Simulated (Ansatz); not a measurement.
Input file for Ansatz (a program for electronic structure): U-wB97X-V/def2-TZVPP on BeN, 2S+1 = 2, a spin state set in the input, which need not be the lowest, a point of a bond scan (R = 1.612 Å).

Ansatz 0.2 input:
```yaml
crystal:
  periodic: [false, false, false]
  atoms:
    - {symbol: Be, position_ang: [0.00000000, 0.00000000, 0.00000000]}
    - {symbol: N, position_ang: [0.00000000, 0.00000000, 1.61216500]}
basis:
  gaussian:
    orbitals: def2-TZVPP
    pivot_positions_ang: [[0.00000000, 0.00000000, 0.00000000], [0.00000000, 0.00000000, 1.61216500]]
hamiltonian:
  xc: {name: wB97X-V}
magnetization: {spin_polarized: true, initial_magnetization: 1}
output: {forces: true, orbitals: {seedname: ./end}}
```

Output:

```
Functional definition: wB97X-V
[...]
integrals: 0.01 GiB planned
296 factors; their error is unknown
integrals: 0.04 GiB planned
111 factors; integrals over basis functions are off by at most 2.2e-5 eV
mean field: 0.16 GiB planned
mean field evaluation 1: about -1879.8409 eV, gradient 3.1e1 eV
mean field evaluation 2: about -1858.0617 eV, gradient 6.7e1 eV
mean field evaluation 4: about -1885.3185 eV, gradient 7.6e-1 eV
mean field evaluation 8: about -1885.3625 eV, gradient 3.6e-1 eV
mean field evaluation 16: about -1885.4994 eV, gradient 4.8e-2 eV
mean field evaluation 32: about -1885.4994 eV, gradient 4.8e-2 eV
mean field -1886.05393474 eV, -69.3112036882 hartree, gradient 1.7e-5 eV, S^2 1.753557; 5 other end points of the search recorded, 0 dependent functions left out
the calculation of the forces begins
reference -1886.05393557 eV, -69.3112037188 hartree; 6, 5 occupied and 44, 45 virtual orbitals, 296 factors
Total energy: -1886.05393557 eV, -69.3112037188 hartree
Atom 0 at     0.000000     0.000000     0.000000 Å, force    -0.000000    -0.000000     0.062042 eV/Å
Atom 1 at     0.000000     0.000000     1.612165 Å, force     0.000000    -0.000000    -0.062042 eV/Å
Dipole moment:     0.000000    -0.000000    -0.288690 e Å
```

The run converged. Its determinant has ⟨S²⟩ = 1.75, a mixture of spin states.

Cost: about 13 core-seconds (a rough figure).
